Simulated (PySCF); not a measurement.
Rh: excitation energy

Rh [Kr] 4d8 5s1 (4F) → Rh [Kr] 4d8 5p1 (high-spin determinant), as a difference of total energies. Computed with PySCF 2.14 in x2c-TZVPPall (8s6p6d2f1g, 79 functions), with scalar relativity by spin-free X2C-1e. Correlated levels: valence: [Kr] frozen; valence and next inner shell: [Ar] 3d10 frozen. The calculations carry no spin-orbit coupling.

```csv
method,excitation energy (eV)
UHF,3.052
LDA,3.808
PBE,3.646
PBE0,3.534
r2SCAN,3.641
HSE06,3.542
BHandHLYP,3.465
wB97X,3.473
LC-wPBE,3.451
MP2 (valence),3.542
SCS-MP2 (valence),3.437
MP2 (valence and next inner shell),3.679
SCS-MP2 (valence and next inner shell),3.549
```

How much does correlation contribute at MP2 (valence and next inner shell)?

3.679 − (3.052) = 0.627 eV, measured against UHF.

A first-order spin-orbit estimate (lowest level to lowest level, LS coupling) adds 0.022 eV.

The basis was made for the ground configuration and has no added diffuse functions, so the excitation energy can come out too high.

The determinant of the upper state mixes LS terms, which raises its energy above the lowest term, most at the Hartree-Fock and MP2 levels.
